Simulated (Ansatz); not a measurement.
```yaml
crystal:
  periodic: [false, false, false]
  atoms:
    - {symbol: O, position_ang: [-2.039572, -1.531985, -1.533057]}
    - {symbol: B, position_ang: [0.283530, -1.038969, -1.596698]}
    - {symbol: Sb, position_ang: [1.942494, 2.833866, 0.910237]}
    - {symbol: H, position_ang: [-3.621701, -0.478271, -0.319522]}
    - {symbol: H, position_ang: [1.638877, -2.921937, -2.746694]}
    - {symbol: H, position_ang: [-0.403458, 2.841534, 2.217862]}
    - {symbol: H, position_ang: [3.157829, 0.118201, 2.062063]}
basis:
  gaussian: {orbitals: def2-TZVPP}
hamiltonian: {xc: {name: HSE06}, dispersion: d3bj}
```

```sh
$ ansatz run in.yaml --threads 2 --pin off --events-out ev --progress --plain --max-ram 4352MiB
```

It prints (some lines left out):

```
Functional definition: HSE06
997 factors; their error is unknown
94 factors; integrals over basis functions are off by at most 3.0e-6 eV
mean field evaluation 1: about -9271.1170 eV, gradient 8.8e1 eV
mean field evaluation 2: about -8757.0549 eV, gradient 1.7e2 eV
mean field evaluation 4: about -9242.5687 eV, gradient 8.7e1 eV
mean field evaluation 8: about -9300.8123 eV, gradient 3.6e0 eV
mean field evaluation 16: about -9287.7488 eV, gradient 4.9e1 eV
mean field evaluation 32: about -9300.7871 eV, gradient 3.3e-3 eV
mean field -9301.10820579 eV, -341.8094220451 hartree, gradient 1.4e-5 eV, S^2 0.000000; 4 other end points of the search recorded, 0 dependent functions left out
reference -9301.10825985 eV, -341.8094240320 hartree; 20, 20 occupied and 148, 148 virtual orbitals, 997 factors
Total energy: -9301.18252182 eV, -341.8121531088 hartree
```

In this input the coordinates are in bohr but typed as ångström. The run converged. The result belongs to that input, not to the molecule as meant.
